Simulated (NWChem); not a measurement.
Species: C3F3 cation

```xyz
6

C      0.0000     0.0000     2.4427
C      0.0000     0.0000     1.2278
C      0.0000     0.0000    -0.3917
F     -0.3005    -1.2090    -0.7316
F     -0.8967     0.8648    -0.7316
F      1.1973     0.3442    -0.7316
```
Atoms are numbered in this order, from 1.

Level: PBE0/def2-SVP (NWChem), optimised geometry, unscaled harmonic frequencies. 

| frequency (cm⁻¹) | IR intensity (km/mol) |
|---|---|
| 190 | 15.5 |
| 190 | 15.5 |
| 444 | 4.1 |
| 499 | 12.8 |
| 499 | 12.8 |
| 707 | 162.3 |
| 707 | 162.3 |
| 777 | 347.0 |
| 1017 | 358.1 |
| 1418 | 679.0 |
| 1418 | 679.0 |
| 2209 | 10.2 |

```yaml
zero_point_energy: 14.4 kcal/mol
thermal correction to the enthalpy at 298.15 K (with zero-point energy): 18.2 kcal/mol
heat capacity Cv: 16.4 cal/(mol K)
entropy at 298.15 K and 1 atm (symmetry number 3): 71.0 cal/(mol K)
```

Rigid rotor and harmonic oscillator.
